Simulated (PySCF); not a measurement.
Correlation energy of Lu³⁺ (lutetium, charge +3)

[Xe] 4f14, closed-shell 1S. Calculation: PySCF 2.14, in ANO-RCC-VTZP (8s7p5d3f2g1h, 104 functions); the spin-free X2C one-electron Hamiltonian (Gaussian nucleus). Frozen: [Kr] 4d10; 22 electrons correlated.

```json
{"level": "CCSD", "correlation energy (mhartree)": "-1085.2"}
{"level": "(T)", "correlation energy (mhartree)": "-32.67"}
{"level": "CCSD(T)", "correlation energy (mhartree)": "-1117.9"}
```

Diagnostics: T1 = 0.010, D1 = 0.0172, largest double amplitude 0.023.

Q: Is a single reference adequate?

A: Yes, within this model without spin-orbit coupling: T1 lies below 0.03 and no double amplitude reaches 0.07.
